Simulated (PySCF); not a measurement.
NICS in one family of compounds.

NICS is the negative of the GIAO shielding at a point without a nucleus: at the ring centre (0) and 1 Å above and below it (1); zz is the component along the ring normal. Level: GIAO PBE0/pcSseg-1 (PySCF, non-relativistic, gas phase) on the GFN2-xTB geometries, one conformer each. Atom numbers follow the mapped SMILES.

Question: Order these rings by mean NICS(1)zz, lowest (most negative) first (ppm).
A. ring C2–C3–C4–P5–C6–N7 in `[Cl:1][c:2]1[cH:3][cH:4][p:5][cH:6][n:7]1`
B. ring C3–C4–C5–P6–C7–N9 in `[CH3:1][S:2][c:3]1[cH:4][cH:5][p:6][c:7]([Cl:8])[n:9]1`
C. ring C3–C4–C5–P6–C7–N9 in `[CH3:1][S:2][c:3]1[cH:4][cH:5][p:6][c:7]([SiH3:8])[n:9]1`

Answer: A (-25.0), C (-21.3), B (-20.2).

```csv
SMILES,ring,NICS(0),NICS(1),NICS(1)zz,HOMA,rms pucker (Å),ring atoms with four or more neighbours
Clc1ccpcn1,6-membered ring with N and P; formal bonds all aromatic,-7.0,-10.4,-25.0,0.89,0.00,0
CSc1ccpc([SiH3])n1,6-membered ring with N and P; formal bonds all aromatic,-4.7,-9.2,-21.3,0.87,0.00,0
CSc1ccpc(Cl)n1,6-membered ring with N and P; formal bonds all aromatic,-6.0,-9.0,-20.2,0.86,0.00,0
```

NICS(0) gives another order. The isotropic NICS(1) gives the same order. HOMA uses Krygowski's 1993 parameters. NICS(1) and NICS(1)zz are means over the two faces.
